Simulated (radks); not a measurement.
Question: The neon ion Ne2+, configuration [He] 2s2 2p4. All-electron calculation, scalar-relativistic Kohn-Sham, PBE, spin-polarised, spherical densities, point nucleus; open shells are filled with parallel spins first. Program: a radial shooting solver on a logarithmic mesh with Libxc functionals. Some entries of the table are withheld. Estimate them.

orbital,occ.,eigenvalue (eV),<r^2> (bohr^2),<1/r> (bohr^-1)
1s up,1,-881.9742,(1),9.623
1s down,1,-879.9588,(2),9.638
2s up,1,-80.0377,0.8109,(3)
2s down,1,-75.3816,0.8412,(4)
2p up,3,(5),0.8114,1.653
2p down,1,(6),0.8687,1.615

Answer: 
(1) 1s up <r^2> (bohr^2): 0.03369
(2) 1s down <r^2> (bohr^2): 0.03354
(3) 2s up <1/r> (bohr^-1): 1.772
(4) 2s down <1/r> (bohr^-1): 1.739
(5) 2p up eigenvalue (eV): -56.8232
(6) 2p down eigenvalue (eV): -51.9914
